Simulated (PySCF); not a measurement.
# Relaxation of triplet GeN₂

Level of theory: UPBE0/[Ge def2-TZVP, N def2-TZVP], no relativity, density fitting, PySCF. A (50,194) grid was used.

A hand-made bent start, of C2v symmetry, held to at least that symmetry:

```xyz
3
charge 0 multiplicity 3, angstrom
Ge    0.0000    0.0000   -0.2695
N     1.4007    0.0000    0.7113
N    -1.4007    0.0000    0.7113
```

Optimiser trace:
| step | E − E(last) (kJ/mol) | largest gradient (Eh/bohr) |
| --- | --- | --- |
| 0 | 64.02 | 0.03943 |
| 1 | 40.92 | 0.01748 |
| 2 | 33.22 | 0.02187 |
| 3 | 24.17 | 0.02218 |
| 4 | 16.29 | 0.01907 |
| 5 | 4.51 | 0.00666 |
| 6 | 1.90 | 0.01419 |
| 7 | 0.20 | 0.00134 |
| 8 | 0.01 | 0.00034 |
| 9 | 0.00 | 0.00010 |
| 10 | 0.00 | 0.00001 |

It ends at D∞h with Ge–N 1.715 Å (×2); N–Ge–N 180.0°. A frequency run shows a minimum.

Final geometry:
Coordinates in bohr (charge 0 multiplicity 3):
```
Ge    0.0000    0.0000    0.0000
N     3.2417    0.0000    0.0000
N    -3.2417    0.0000    0.0000
```

The determinant is spin-contaminated (⟨S²⟩ = 2.25, pure value 2.00).

The relaxation took 16 s on 4 threads of a shared Intel Xeon 6975P-C (Granite Rapids) host, with 110 basis functions and 11 gradients; the process peaked at 0.55 GiB.
